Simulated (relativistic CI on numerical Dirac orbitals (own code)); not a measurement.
Method of calculation: Dirac-Coulomb-Breit CI, orbitals from a KLI potential per configuration, QED by a radiative potential, unscaled Slater integrals (own radial code, finite nucleus).

CI space (outside the closed core [Ne]): 3s2 3p6 3d8, 3s2 3p5 3d9, 3s2 3p4 3d10, 3s 3p6 3d9, 3p6 3d10, 3s 3p5 3d10, 3s2 3p6 3d7 4s, 3s2 3p6 3d7 4p, 3s2 3p4 3d9 4s, 3s2 3p6 3d7 4d, 3s2 3p4 3d9 4p, 3s2 3p5 3d8 4s, 3s2 3p6 3d7 4f, 3s2 3p4 3d9 4d, 3s 3p5 3d9 4s, 3s2 3p5 3d8 4p, 3s 3p5 3d9 4p, 3s2 3p6 3d6 4s2, 3s2 3p5 3d8 4d, 3s 3p5 3d9 4d, 3s 3p6 3d8 4s, 3s2 3p6 3d6 4s 4p, 3p6 3d9 4s, 3s2 3p5 3d8 4f, 3s2 3p6 3d7 5s, 3s2 3p6 3d6 4p2, 3s 3p6 3d8 4p, 3p6 3d9 4p, 3s2 3p6 3d6 4s 4d, 3s2 3p6 3d7 5p, 3s2 3p5 3d7 4s2, 3s2 3p6 3d7 5d, 3s2 3p6 3d6 4p 4d, 3p6 3d9 4d, 3s 3p6 3d8 4d, 3s2 3p6 3d7 5f. Levels of other configurations are missing.

At this charge energies of transitions that change n are usually good to better than 1 %, and those within a shell (Δn = 0) to a few per cent.

Outline of the computed level scheme of Pt LIII. Lowest level of each configuration: 3s2 3p6 3d8 3F_4 at 0.00 eV; 3s2 3p5 3d9 3F°_4 at 475.15 eV; 3s2 3p4 3d10 3P_2 at 982.81 eV; 3s 3p6 3d9 3D_3 at 1150.71 eV; 3s 3p5 3d10 3P°_2 at 1628.93 eV; 3s2 3p6 3d7 4s 5F_5 at 1901.54 eV.

Some strong electric-dipole decays among the lowest 45 levels: 3s2 3p4 3d10 1D_2 → 3s2 3p5 3d9 3F°_3 (7.2e+12 s⁻¹); 3s2 3p5 3d9 3D°_1 → 3s2 3p6 3d8 3F_2 (7.2e+12 s⁻¹); 3s2 3p5 3d9 1F°_3 → 3s2 3p6 3d8 1G_4 (6.4e+12 s⁻¹); 3s 3p5 3d10 1P°_1 → 3s2 3p4 3d10 3P_2 (5.1e+12 s⁻¹); 3s 3p6 3d9 3D_3 → 3s2 3p5 3d9 3F°_4 (4.4e+12 s⁻¹); 3s 3p6 3d9 1D_2 → 3s2 3p5 3d9 3F°_3 (3.4e+12 s⁻¹); 3s 3p5 3d10 3P°_2 → 3s2 3p4 3d10 3P_2 (3.3e+12 s⁻¹); 3s2 3p5 3d9 3P°_2 → 3s2 3p6 3d8 3P_2 (3.0e+12 s⁻¹).

LS names give the leading component of a level, which can be under half, so a name can repeat, a term be missing and a line seem to break the LS rules.
